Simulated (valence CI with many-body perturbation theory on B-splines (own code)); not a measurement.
## Level structure of Nd XXX

Calculated by configuration interaction combined with many-body perturbation theory (CI+MBPT): three valence electrons over a frozen Dirac-Fock core [Ar] 3d10, a basis of 9 s, 9 p, 8 d, 6 f, 3 g, 1 h functions for each j, with the one-electron correlation potential Σ1, the two-electron term Σ2, the three-electron term Σ3, Breit, model QED; selected CI, second order for the rest, scaled by the run's own slope (own B-spline code, finite nucleus).

The last digits are not significant, and no measured levels were compared; by estimate large intervals hold to a few tenths of a per cent, small ones and those within an open d or f shell to about a per cent.

Levels 1 to 35 of 35, with energies above the lowest level, (4s^2 4p1/2) J=1/2. "Leading %" is the weight of the configuration and term that name the level; weights of strongly mixed levels are sums over their largest components and can fall short. In the jj column 3d3/2^4 stands for four electrons in 3d with j = 3/2.

| No. | Configuration | Term | J | E (cm⁻¹) | Leading % | Leading jj | g | Second component |
| --- | --- | --- | --- | --- | --- | --- | --- | --- |
| 1 | 4s2 4p | 2P° | 1/2 | 0 | 99 | 4s^2 4p1/2 (99 %) | 0.662 |  |
| 2 | 4s2 4p | 2P° | 3/2 | 253480 | 99 | 4s^2 4p3/2 (99 %) | 1.331 |  |
| 3 | 4s 4p2 | 4P | 1/2 | 507350 | 71 | 4s 4p1/2^2 (92 %) | 2.370 | 22 % 4s 4p2 2S |
| 4 | 4s 4p2 | 4P | 3/2 | 696050 | 94 | 4s 4p1/2 4p3/2 (98 %) | 1.686 | 4 % 4s 4p2 2D |
| 5 | 4s 4p2 | 4P | 5/2 | 741110 | 52 | 4s 4p1/2 4p3/2 (95 %) | 1.404 | 47 % 4s 4p2 2D |
| 6 | 4s 4p2 | 2D | 3/2 | 810120 | 73 | 4s 4p1/2 4p3/2 (92 %) | 0.927 | 21 % 4s 4p2 2P |
| 7 | 4s 4p2 | 2P | 1/2 | 837110 | 71 | 4s 4p1/2 4p3/2 (89 %) | 1.167 | 19 % 4s 4p2 4P |
| 8 | 4s 4p2 | 4P | 5/2 | 975330 | 48 | 4s 4p3/2^2 (92 %) | 1.389 | 47 % 4s 4p2 2D |
| 9 | 4s 4p2 | 2P | 3/2 | 1090200 | 67 | 4s 4p3/2^2 (73 %) | 1.193 | 18 % 4s2 4d 2D |
| 10 | 4s 4p2 | 2S | 1/2 | 1091100 | 69 | 4s 4p3/2^2 (95 %) | 1.793 | 20 % 4s 4p2 2P |
| 11 | 4s2 4d | 2D | 3/2 | 1173300 | 77 | 4s^2 4d3/2 (77 %) | 0.852 | 12 % 4s 4p2 2D |
| 12 | 4s2 4d | 2D | 5/2 | 1214500 | 92 | 4s^2 4d5/2 (92 %) | 1.201 | 6 % 4s 4p2 2D |
| 13 | 4p3 | 2P° | 3/2 | 1335200 | 41 | 4p1/2^2 4p3/2 (93 %) | 1.340 | 28 % 4p3 2D° |
| 14 | 4p3 | 4S° | 3/2 | 1536000 | 39 | 4p1/2 4p3/2^2 (61 %) | 1.186 | 23 % 4p3 2D° |
| 15 | 4p3 | 2D° | 5/2 | 1541600 | 65 | 4p1/2 4p3/2^2 (65 %) | 1.169 | 21 % 4s 4p 4d 2D° |
| 16 | 4s 4p 4d | 4F° | 3/2 | 1559700 | 64 | 4s 4p1/2 4d3/2 (65 %) | 0.734 | 15 % 4p3 4S° |
| 17 | 4s 4p 4d | 4F° | 5/2 | 1597000 | 67 | 4s 4p1/2 4d3/2 (52 %) | 1.070 | 15 % 4p3 2D° |
| 18 | 4p3 | 2P° | 1/2 | 1624900 | 93 | 4p1/2 4p3/2^2 (93 %) | 0.662 | 5 % 4s 4p 4d 2P° |
| 19 | 4s 4p 4d | 4D° | 3/2 | 1658300 | 49 | 4s 4p1/2 4d3/2 (67 %) | 1.343 | 30 % 4s 4p 4d 4P° |
| 20 | 4s 4p 4d | 4D° | 1/2 | 1659100 | 71 | 4s 4p1/2 4d3/2 (92 %) | 0.353 | 20 % 4s 4p 4d 2P° |
| 21 | 4s 4p 4d | 4P° | 5/2 | 1660100 | 51 | 4s 4p1/2 4d5/2 (90 %) | 1.437 | 24 % 4s 4p 4d 4D° |
| 22 | 4s 4p 4d | 4F° | 7/2 | 1663400 | 66 | 4s 4p1/2 4d5/2 (86 %) | 1.257 | 19 % 4s 4p 4d 4D° |
| 23 | 4s 4p 4d | 2F° | 5/2 | 1735600 | 73 | 4s 4p1/2 4d5/2 (71 %) | 0.954 | 8 % 4s 4p 4d 2D° |
| 24 | 4s 4p 4d | 2D° | 3/2 | 1762700 | 46 | 4s 4p1/2 4d5/2 (53 %) | 0.997 | 34 % 4s 4p 4d 2P° |
| 25 | 4p3 | 2P° | 3/2 | 1817100 | 38 | 4p3/2^3 (70 %) | 1.297 | 16 % 4p3 2D° |
| 26 | 4s 4p 4d | 4F° | 9/2 | 1845200 | 100 | 4s 4p3/2 4d5/2 (100 %) | 1.331 |  |
| 27 | 4s 4p 4d | 4D° | 5/2 | 1855200 | 57 | 4s 4p3/2 4d3/2 (91 %) | 1.283 | 14 % 4s 4p 4d 4F° |
| 28 | 4s 4p 4d | 4P° | 1/2 | 1855600 | 88 | 4s 4p3/2 4d3/2 (98 %) | 2.361 | 11 % 4s 4p 4d 4D° |
| 29 | 4s 4p 4d | 4P° | 3/2 | 1862200 | 52 | 4s 4p3/2 4d3/2 (82 %) | 1.461 | 38 % 4s 4p 4d 4D° |
| 30 | 4s 4p 4d | 4D° | 7/2 | 1863100 | 58 | 4s 4p3/2 4d3/2 (57 %) | 1.337 | 29 % 4s 4p 4d 4F° |
| 31 | 4s 4p 4d | 2D° | 5/2 | 1914900 | 48 | 4s 4p3/2 4d5/2 (97 %) | 1.328 | 35 % 4s 4p 4d 4P° |
| 32 | 4s 4p 4d | 2D° | 3/2 | 1923000 | 64 | 4s 4p3/2 4d3/2 (48 %) | 0.985 | 14 % 4s 4p 4d 4P° |
| 33 | 4s 4p 4d | 2F° | 5/2 | 1962900 | 70 | 4s 4p3/2 4d3/2 (77 %) | 0.904 | 15 % 4s2 4f 2F° |
| 34 | 4s 4p 4d | 2F° | 7/2 | 1967100 | 96 | 4s 4p3/2 4d5/2 (75 %) | 1.147 |  |
| 35 | 4s 4p 4d | 2F° | 7/2 | 1979200 | 62 | 4s 4p3/2 4d5/2 (73 %) | 1.201 | 20 % 4s 4p 4d 4D° |

The ionisation energy to 4s2 1S_0 of the next ion comes out as 1093.4 eV (NIST: 1092 ± 4 eV (theoretical)). All 35 levels together are meant to be complete up to 1991500 cm⁻¹.
